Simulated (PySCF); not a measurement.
**How methods differ on the excitation energy of Sb²⁺**

Sb²⁺ [Kr] 4d10 5s2 5p1 (2P) → Sb²⁺ [Kr] 4d10 5s1 5p2, s spin flipped, as a difference of total energies. Computed with PySCF 2.14 in aug-cc-pVQZ-DK3, with the spin-free X2C one-electron Hamiltonian (Gaussian nucleus). Correlated levels: valence: [Kr] 4d10 frozen. The calculations carry no spin-orbit coupling.

```csv
method,excitation energy (cm⁻¹)
UHF,83238
MP2 (valence),78146
SCS-MP2 (valence),77613
```

The upper determinant mixes two multiplicities, so it lies between the two terms.

The coupled-cluster amplitudes are large for the upper state (T1 above 0.03 or a double amplitude above 0.15), so a single reference is strained.
